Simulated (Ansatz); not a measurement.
Computed with Ansatz on PBE0-D4/def2-TZVP structures; ΔE is electronic, products minus reactants. CCSD(T)/CBS adds triple-zeta CCSD(T) − MP2 to the extrapolated MP2 energy (def2 sets, frozen cores). This one scheme is used for every species. Functionals use def2-TZVPP. B3LYP here is the variant with VWN-RPA as its local correlation; programs differ in this. HSE06 is defined as in plane-wave codes. Each species was taken in one conformer, which may not be the lowest.

`O=C1N[Si]1(O)F` + H₂ → `O=C1N[SiH]1F` + H₂O  (hydrogenolysis of the Si–O bond)

```json
{"level": "revPBE-D4", "ΔE (eV)": "0.96"}
{"level": "PBE0-D4", "ΔE (eV)": "0.93"}
{"level": "B3LYP-D4", "ΔE (eV)": "0.99"}
{"level": "HSE06-D4", "ΔE (eV)": "0.93"}
{"level": "CAM-B3LYP", "ΔE (eV)": "0.97"}
{"level": "CCSD/def2-TZVPP", "ΔE (eV)": "0.96"}
{"level": "CCSD(T)/def2-TZVPP", "ΔE (eV)": "0.99"}
{"level": "HF/CBS(def2)", "ΔE (eV)": "0.93"}
```

**Question.** What does CCSD(T)/CBS give? (Best estimate.)

**Answer.** Computed: +0.98 eV. The listed levels differ from it by -0.02, -0.05, 0.01, -0.05, -0.01, -0.02, 0.01, -0.05 eV.

**Question.** What do rigid-rotor, harmonic-oscillator terms from PBE0-D4/def2-TZVP frequencies (298.15 K, 1 bar) make of the CCSD(T)/CBS value? (Estimate.)

**Answer.** The calculation gave: ΔZPE = +0.14 eV, ΔH = +1.09 eV, ΔS = 33 J/(mol·K), ΔG = +0.99 eV.

Largest T1 diagnostic among the species: 0.016.

In def2-TZVPP, CCSD(T) changes the Hartree–Fock value by +0.06 eV (the triples alone add +0.03 eV) and MP2 by +0.11 eV. At CCSD(T), def2-SVP lies −0.15 eV from the extrapolated value and def2-TZVPP +0.01 eV. From BLYP to BHLYP (50 % exact exchange), in def2-TZVPP and without D4, ΔE moves by +0.04 eV.
